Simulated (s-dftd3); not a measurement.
H$_{12}$CuN$_{4}$ (SMILES [NH3]->[Cu+2](<-[NH3])(<-[NH3])<-[NH3]), charge +2, doublet, at a GFN2-xTB geometry (such geometries of metal compounds can be far from the true shape); D3(bjm) for bp86 (s-dftd3).

Here is a job for s-dftd3.
```
$ s-dftd3 mol.xyz --bjm bp86 --json dftd3.json --noedisp --grad

# file mol.xyz
17

Cu     0.00000000     0.00000000    -0.00000000
N     -1.21879856     1.65081114     0.20536415
H     -0.75104259     2.40850537     0.70391056
H     -2.05819829     1.43488340     0.74416680
H     -1.52519388     2.02608764    -0.69320666
N     -1.65165212    -1.21977902    -0.19237000
H     -2.41148937    -0.75444317    -0.68991860
H     -2.02306123    -1.52181878     0.70927699
H     -1.43802192    -2.06177843    -0.72802298
N      1.22062809    -1.65070096     0.19512869
H      1.51880207    -2.02647258    -0.70599727
H      0.75744834    -2.40811959     0.69834461
H      2.06491483    -1.43447891     0.72612108
N      1.64982259     1.21966884    -0.20812284
H      1.43130538     2.06137394    -0.74226490
H      2.40508362     0.75405739    -0.71233656
H      2.02945304     1.52220372     0.68992694
```

**Question.** What does s-dftd3 print? Leave out banner, timings and long lists.

**Answer.** 
```
-----------------------------------
 s i m p l e   D F T - D 3  v1.4.0
-----------------------------------

Rational (Becke-Johnson) damping: bp86-D3(BJ)
---------------------
  s6         1.0000
  s8         3.1403
  s9         0.0000
  a1         0.8218
  a2         2.7282
 alp        14.0000
--------------------

Dispersion energy:      -2.1337550586039E-02 Eh

Gradient norm:           1.6612128911784E-03 Eh/a0
--------------------------------------------------
     #    Z           dE/dx      dE/dy      dE/dz
--------------------------------------------------
     1   29 Cu   -8.779E-14  2.112E-13 -2.946E-13
     2    7 N    -3.464E-04  4.671E-04  8.881E-05
     3    1 H    -2.101E-04  2.308E-04  1.151E-04
     4    1 H    -1.574E-04  2.689E-04  1.193E-04
     5    1 H    -2.034E-04  2.757E-04 -6.674E-05
     6    7 N    -4.675E-04 -3.468E-04 -8.513E-05
     7    1 H    -2.313E-04 -2.106E-04 -1.131E-04
     8    1 H    -2.754E-04 -2.031E-04  6.891E-05
     9    1 H    -2.694E-04 -1.580E-04 -1.174E-04
    10    7 N     3.472E-04 -4.671E-04  8.590E-05
    11    1 H     2.028E-04 -2.758E-04 -6.844E-05
    12    1 H     2.111E-04 -2.307E-04  1.134E-04
    13    1 H     1.585E-04 -2.688E-04  1.180E-04
    14    7 N     4.667E-04  3.467E-04 -8.959E-05
    15    1 H     2.683E-04  1.579E-04 -1.199E-04
    16    1 H     2.302E-04  2.106E-04 -1.154E-04
    17    1 H     2.761E-04  2.032E-04  6.627E-05
--------------------------------------------------

Virial:
--------------------------------------------------
      component           x          y          z
--------------------------------------------------
          x       1.318E-02 -1.436E-08 -5.220E-05
          y      -1.436E-08  1.318E-02 -3.144E-06
          z      -5.220E-05 -3.144E-06  1.755E-03
--------------------------------------------------

[Info] JSON dump of results written to 'dftd3.json'
```
